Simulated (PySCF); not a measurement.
Job file and geometry (Å, from GFN2-xTB) of an NMR shielding run on SMILES [SiH3]C[SiH2]P[SiH2]Cl, CH10ClPSi3, PySCF, GIAO PBE0/pcSseg-1 NMR shielding, non-relativistic, gas phase; density fitting, a coarse starting grid and PySCF grid level 2 are the driver's defaults:

```
$ OMP_NUM_THREADS=1 python probes_run.py task.json out

{"job": {"kind": "nmr", "xc": "PBE0", "basis": "pcSseg-1"}, "charge": 0, "multiplicity": 1}
Si     2.506483     0.742253    -0.550581
C      1.303881    -0.097648     0.657283
Si     0.092725    -1.341403    -0.112747
P     -1.848832    -1.142251     1.005143
Si    -2.673963     0.732254     0.130691
Cl    -1.674997     2.283449     0.942739
H      3.249343    -0.288549    -1.278055
H      3.440829     1.583366     0.200576
H      1.756959     1.569221    -1.497078
H      0.737452     0.679006     1.173267
H      1.879575    -0.608369     1.429270
H     -0.099498    -1.113016    -1.553848
H      0.527146    -2.730682     0.072579
H     -2.577339    -1.970256     0.175662
H     -4.079543     0.843610     0.516236
H     -2.547820     0.867960    -1.322550
```

Task: What does the program print?

Result: 
```
coarse grid: 15408 points
cycle   1  E = -1713.3683050592  dE =  1.710e-01  |g| = 3.908e-01  |ddm| = 3.579e+00
cycle   2  E = -1713.3547494485  dE =  1.356e-02  |g| = 4.453e-01  |ddm| = 8.527e-01
cycle   3  E = -1713.4076531503  dE = -5.290e-02  |g| = 4.165e-02  |ddm| = 4.968e-01
cycle   4  E = -1713.4080879945  dE = -4.348e-04  |g| = 1.746e-02  |ddm| = 6.881e-02
cycle   5  E = -1713.4081655495  dE = -7.755e-05  |g| = 3.616e-03  |ddm| = 2.487e-02
cycle   6  E = -1713.4081689127  dE = -3.363e-06  |g| = 1.025e-03  |ddm| = 6.329e-03
final grid: 124384 points
cycle   7  E = -1713.4398171029  dE = -2.091e-05  |g| = 5.145e-03  |ddm| = 1.950e-02
cycle   8  E = -1713.4398134766  dE =  3.626e-06  |g| = 5.932e-03  |ddm| = 1.005e-02
cycle   9  E = -1713.4398226179  dE = -9.141e-06  |g| = 6.192e-04  |ddm| = 6.169e-03
cycle  10  E = -1713.4398227058  dE = -8.790e-08  |g| = 1.148e-04  |ddm| = 6.906e-04
cycle  11  E = -1713.4398227092  dE = -3.382e-09  |g| = 2.938e-05  |ddm| = 1.772e-04
cycle  12  E = -1713.4398227094  dE = -2.401e-10  |g| = 6.017e-06  |ddm| = 4.759e-05
converged SCF energy = -1713.4398227094

GIAO shielding tensors (ppm)
atom      isotropic    diamagn.    paramagn.     s11        s22        s33       span
  0 Si     422.064     879.548    -457.484    392.916    409.278    463.998     71.082
  1 C      201.333     259.419     -58.086    194.261    199.405    210.333     16.073
  2 Si     391.464     881.274    -489.810    359.608    386.248    428.537     68.929
  3 P      619.606     969.613    -350.006    556.335    573.718    728.767    172.432
  4 Si     355.897     878.636    -522.739    304.221    357.365    406.106    101.884
  5 Cl    1010.925    1150.046    -139.121    949.225   1019.960   1063.590    114.364
  6 H       27.856      28.738      -0.882     24.147     26.000     33.421      9.273
  7 H       27.566      28.423      -0.857     23.823     25.028     33.848     10.025
  8 H       27.772      29.431      -1.659     23.941     27.176     32.198      8.258
  9 H       31.437      34.666      -3.228     24.546     29.680     40.087     15.541
 10 H       31.578      31.353       0.226     25.925     28.773     40.038     14.112
 11 H       27.119      30.889      -3.770     23.298     26.323     31.735      8.437
 12 H       27.090      30.000      -2.909     23.197     25.131     32.942      9.745
 13 H       31.359      30.990       0.369     25.427     26.944     41.706     16.279
 14 H       26.045      27.463      -1.418     21.434     24.387     32.314     10.880
 15 H       25.919      28.970      -3.051     22.166     24.418     31.172      9.006
```

Size and cost of the density-fitted run: 187 basis functions, 57 s wall time on 1 thread of an Arm Neoverse N1, shared host; peak memory 0.84 GiB.
